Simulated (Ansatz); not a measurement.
Ansatz (a program for electronic structure) input:

Ansatz 0.2 input:
```yaml
crystal:
  periodic: [false, false, false]
  atoms:
    - {symbol: C, position_ang: [0.06567943, -0.05106793, 0.99398567]}
    - {symbol: Br, position_ang: [0.83648219, 1.31722774, -0.07339264]}
    - {symbol: Br, position_ang: [-0.84774152, -1.30847324, -0.09700491]}
basis:
  gaussian:
    orbitals: aug-cc-pVDZ
magnetization: {spin_polarized: false}
correlation: {method: ccsd_t, electrons: outside_noble_gas}
output: {forces: true}
```

Question: What final total energy does it print?

Answer: -5182.94782 Eh (CCSD(T)/aug-cc-pVDZ). The basis has 95 functions.
